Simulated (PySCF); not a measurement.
# Ionisation energy of As by level of theory

As [Ar] 3d10 4s2 4p3 (4S) → As+ [Ar] 3d10 4s2 4p2 (3P), as a difference of total energies. Computed with PySCF 2.14 in jorge-DZP-DKH, with scalar relativity by spin-free X2C-1e. Correlated levels: valence: [Ar] 3d10 frozen. The calculations carry no spin-orbit coupling.

```tsv
method	ionisation energy (eV)	error (eV)
UHF	9.438	-0.570
PBE0	9.876	-0.132
B3LYP	9.738	-0.270
MP2 (valence)	9.422	-0.586
SCS-MP2 (valence)	9.362	-0.646
CCSD (valence)	9.341	-0.667
CCSD(T) (valence)	9.341	-0.667
```

Reference: 10.008 eV (measured; NIST levels, between the centres of gravity of the two terms).

Errors of the correlated levels include the incompleteness of this basis and the frozen core.
